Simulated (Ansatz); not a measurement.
1-bromocyclobutene (C₄H₅Br), SMILES BrC1=CCC1.

Coordinates come from a PBE-D3(BJ)/def2-SVP optimisation.

Two levels are set side by side: PBE/def2-SVPD (Ansatz, an electronic-structure program) and PBE0/def2-SVPD (Ansatz). Energy differences of separate SCF runs at the same geometry; the states with an electron removed or added have multiplicity 2 and 2. Differences are taken from unrounded values.

| quantity | PBE0 |
|---|---|
| vertical ionisation energy (eV) | 9.03 |
| vertical singlet–triplet gap (eV) | 3.88 |

Problem. What does PBE give, and how far is it from PBE0? (An estimate is asked for; the answer gives what the named calculation found.)

Solution. 
```tsv
quantity	PBE	PBE minus PBE0
vertical ionisation energy (eV)	8.87	-0.16
vertical singlet–triplet gap (eV)	3.98	0.10
```
